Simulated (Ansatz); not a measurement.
H3Si (SMILES [SiH3+]), charge 1, multiplicity 1, relaxed at each level with Ansatz (a quantum-chemistry and plane-wave program); harmonic frequencies from differences of analytic forces, average atomic masses, frozen cores.

**Question.** Give the equilibrium geometry, the harmonic frequencies and the zero-point energy at B3LYP/def2-TZVPP.

**Answer.** 
(charge 1, multiplicity 1):
```csv
atom,x (Å),y (Å),z (Å)
Si,0.0000,0.0000,0.0000
H,-0.1581,1.4584,-0.0100
H,-1.1818,-0.8664,-0.0690
H,1.3399,-0.5920,0.0790
```
Frequencies (cm⁻¹): 839, 942, 942, 2268, 2349, 2349. Zero-point energy 13.85 kcal/mol.

**Question.** Give the equilibrium geometry, the harmonic frequencies and the zero-point energy at CCSD(T)/cc-pV(T+d)Z.

**Answer.** 
(charge 1, multiplicity 1):
```xyz
4

Si     0.000     0.000     0.000
H     -0.158     1.456    -0.010
H     -1.180    -0.865    -0.069
H      1.337    -0.591     0.079
```
Frequencies (cm⁻¹): 848, 945, 945, 2296, 2372, 2372. Zero-point energy 13.98 kcal/mol.
